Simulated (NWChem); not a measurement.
Species: tert-butyl chloride (C$_{4}$H$_{9}$Cl); SMILES CC(C)(C)Cl

All runs: NWChem. Pople sets run with spherical d functions. STO-3G and 3-21G are far too small for this property and stand as cheap habits. All runs use the structure optimised with B3LYP/6-31G* (spherical d). Vertical excitations in the gas phase; the lowest state need not have the same character in each row.

```
level              basis functions  lowest excitation, singlet (eV)  oscillator strength of that lowest state  orbital gap (eV)  relative time
-----------------  ---------------  -------------------------------  ----------------------------------------  ----------------  -------------
PBE/3-21G, TDA                  67                             6.87                                     0.000              6.44              1
PBE/6-31G*, TDA                 92                             6.73                                     0.000              6.30              2
PBE/6-31+G*, TDA               112                             6.46                                     0.010              6.13              5
PBE/def2-SVP, TDA              119                             6.75                                     0.001              6.34              5
```

Times are rough ratios from one shared machine.
